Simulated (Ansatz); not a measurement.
Cost and result for the atomization energy of `CCCCSSCCCC` (28 atoms, 27 bonds).

Z-matrix (Å, degrees):
```
C
C 1 1.520
H 1 1.091 2 112.2
H 1 1.094 2 111.1 3 -120.1
H 1 1.093 2 110.7 3 120.6
C 2 1.524 1 116.0 3 62.1
H 2 1.095 1 108.8 3 -176.1
H 2 1.097 1 109.4 3 -61.1
C 6 1.520 2 116.1 1 -69.0
H 6 1.096 2 110.8 1 56.2
H 6 1.096 2 107.9 1 171.1
S 9 1.819 6 117.6 2 82.4
H 9 1.091 6 110.6 2 -155.3
H 9 1.097 6 111.0 2 -36.6
S 12 2.029 9 103.2 6 68.3
C 15 1.822 12 105.5 9 -98.7
C 16 1.520 15 113.5 12 -99.7
H 16 1.090 15 107.5 12 25.0
H 16 1.094 15 105.4 12 139.4
C 17 1.521 16 115.2 15 65.5
H 17 1.098 16 107.7 15 -172.2
H 17 1.095 16 108.5 15 -57.5
C 20 1.519 17 114.1 16 64.2
H 20 1.095 17 109.0 16 -59.0
H 20 1.095 17 108.2 16 -173.8
H 23 1.092 20 111.7 17 -64.9
H 23 1.092 20 111.0 17 175.6
H 23 1.094 20 111.2 17 55.8
```

Total charge 0; spin multiplicity 1. Geometry: relaxed with PBE0-D4/def2-TZVP. It is one conformer, not always the lowest. Program: Ansatz. All runs use 4 threads of an AMD EPYC 7R13 on a shared host and a share of an NVIDIA H100 80 GB. Times are those of one run each, without the atoms' runs, and a repeat can differ threefold. Electronic energies, without spin–orbit coupling; frozen cores. CCSD(T)/CBS adds CCSD(T) − MP2 in def2-TZVPP to the MP2 limit, and its time is that of the two runs behind it. T1 = 0.010. B3LYP takes the VWN-RPA correlation (the form of Gaussian; ORCA's B3LYP/G).

CCSD(T)/CBS is a level of theory with its own doubt, some kJ/mol a heavy atom from the limit and from the frozen cores, so smaller differences don't rank the functionals.

```json
{"level": "B3LYP-D4/def2-TZVPP (with forces)", "functions": "584", "wall time": "9 s"}
{"level": "PBE0-D4/def2-TZVPP", "functions": "584", "wall time": "11 s"}
{"level": "ωB97X-V/def2-TZVPP", "functions": "584", "wall time": "11 s"}
{"level": "B2PLYP/def2-TZVPP", "functions": "584", "wall time": "11 s"}
{"level": "r2SCAN-D4/def2-TZVPP (with forces)", "functions": "584", "wall time": "12 s"}
{"level": "PBE-D4/def2-TZVPP (with forces)", "functions": "584", "wall time": "14 s"}
{"level": "ωB97M-V/def2-TZVPP (with forces)", "functions": "584", "wall time": "15 s"}
{"level": "MP2/def2-QZVPP", "functions": "1136", "wall time": "55 s"}
{"level": "CCSD(T)/def2-TZVPP", "functions": "584", "wall time": "9.8 min"}
{"level": "CCSD(T)/CBS(def2)", "functions": "–", "wall time": "11 min"}
```

(1) What atomization energy does each give, and how far from CCSD(T)/CBS? (Estimate.)

Answers

(1) The calculation gave: 
```csv
level,atomization (kJ/mol),difference from CCSD(T)/CBS,per bond
B3LYP-D4/def2-TZVPP (with forces),10878.5,4.9,0.2
PBE0-D4/def2-TZVPP,10971.6,98.0,3.6
ωB97X-V/def2-TZVPP,10903.6,30.0,1.1
B2PLYP/def2-TZVPP,10744.2,-129.4,-4.8
r2SCAN-D4/def2-TZVPP (with forces),10911.9,38.3,1.4
PBE-D4/def2-TZVPP (with forces),11099.2,225.6,8.4
ωB97M-V/def2-TZVPP (with forces),10918.6,45.0,1.7
MP2/def2-QZVPP,10885.8,12.2,0.5
CCSD(T)/def2-TZVPP,10625.9,-247.7,-9.2
CCSD(T)/CBS(def2),10873.6,0.0,0.0
```

In def2-TZVPP, CCSD(T) changes the Hartree–Fock value by +2521.3 kJ/mol (the triples alone add +147.0 kJ/mol) and MP2 by +2636.6 kJ/mol; breaking electron pairs costs correlation energy, which Hartree–Fock lacks. From PBE to PBE0 (25 % exact exchange), in def2-TZVPP and without D4, the atomization energy moves by −117.1 kJ/mol: exact exchange takes away binding that semilocal exchange gives to molecules. The D4 term adds +124.0 kJ/mol with B3LYP and +68.3 kJ/mol with PBE0; it sums over pairs of atoms, weighted by their polarisabilities, and B3LYP, whose exchange is more repulsive, gets the larger term.
